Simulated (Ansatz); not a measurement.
```yaml
crystal:
  periodic: [false, false, false]
  atoms:
    - {symbol: Cr, position_ang: [-0.392817, -0.223865, 0.001758]}
    - {symbol: F, position_ang: [0.165568, 0.095823, 1.632463]}
    - {symbol: F, position_ang: [0.176021, 0.106773, -1.649130]}
basis:
  gaussian: {orbitals: STO-3G}
magnetization: {spin_polarized: true, initial_magnetization: 4}
hamiltonian: {xc: {name: PBEsol}}
scf: {lower_state_search: off}
output: {forces: true}
```

```sh
$ ansatz run in.yaml --threads 2 --pin off --events-out ev --progress --plain --max-ram 4352MiB
```

Shortened log:

```
Functional definition: PBEsol
386 factors; integrals over basis functions are off by at most 7.0e-4 eV
mean field evaluation 1: about -33394.6487 eV, gradient 4.6e1 eV
mean field evaluation 2: about -32849.3943 eV, gradient 2.0e2 eV
mean field evaluation 4: about -33417.5049 eV, gradient 1.1e1 eV
mean field evaluation 8: about -33418.3726 eV, gradient 7.2e0 eV
mean field evaluation 16: about -33418.6227 eV, gradient 2.8e-2 eV
a density is far from that of the atoms, so the factors are made again for it
418 factors; integrals over basis functions are off by at most 4.0e-5 eV
mean field evaluation 32: about -33418.6225 eV, gradient 4.4e-4 eV
mean field -33418.62249635 eV, -1228.1117247851 hartree, gradient 3.3e-6 eV, S^2 6.035417; 0 other end points of the search recorded, 0 dependent functions left out
reference -33418.62251377 eV, -1228.1117254251 hartree; 23, 19 occupied and 5, 9 virtual orbitals, 418 factors
Total energy: -33418.62251377 eV, -1228.1117254251 hartree
Atom 0 at    -0.392817    -0.223865     0.001758 Å, force     2.506641     1.446397    -0.209086 eV/Å
Atom 1 at     0.165568     0.095823     1.632463 Å, force    -1.212650    -0.693867    -3.809725 eV/Å
Atom 2 at     0.176021     0.106773    -1.649130 Å, force    -1.293991    -0.752529     4.018811 eV/Å
Dipole moment:    -0.120292    -0.069418     0.014639 e Å
Checks for a lower state left out: stability, starts, cluster_reference, orbital_swaps, neighbouring_geometries, increment
```

Run time 0.75 s (2 threads of Arm Neoverse V2 on a shared host).
